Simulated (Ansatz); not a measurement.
Born–Oppenheimer molecular dynamics of BF$_{3}$H$_{2}$O (7 atoms, charge 0, multiplicity 1). It starts from a relaxed structure.

Theory: RKS B3LYP-D4/6-31G* in Ansatz 0.2.0.

```
ensemble        : NVT, Nosé–Hoover chain
time step       : 0.25 fs
steps asked     : 250
set temperature : 300 K
thermostat      : time constant 50 fs, chain length 3
seed            : 667580
```

First frame:

```xyz
7
Properties=species:S:1:pos:R:3
O -0.708 0.742 0.345
B 0.641 -0.485 -0.023
F 1.377 -0.432 1.091
F -0.134 -1.578 -0.209
F 1.137 0.106 -1.133
H -1.537 0.235 0.302
H -0.714 1.343 -0.420
```

Problem. How far do the bonds stretch over the last three quarters of this one trajectory? (Pairs bonded in most of those frames.)

Solution. 
```
 bond  mean (Å)  spread (Å)  shortest  longest
O1–H6     0.975       0.017      0.94     1.01
O1–H7     0.978       0.034      0.93     1.02
B2–F3     1.333       0.010      1.32     1.35
B2–F4     1.351       0.011      1.32     1.37
B2–F5     1.344       0.007      1.34     1.36
```

Mean temperature of the second half: 183 K. The conserved energy stayed within 0.076 meV per atom of its start (net change 0.027 meV per atom), so the integration is sound. The mean temperature of the second half is 39 % below the set value. A run of 0.062 ps of so small a system gives no equilibrium averages.

Run time: 6.5 min on 2 threads of Arm Neoverse N1, with other jobs on the host, peak memory 0.13 GiB.
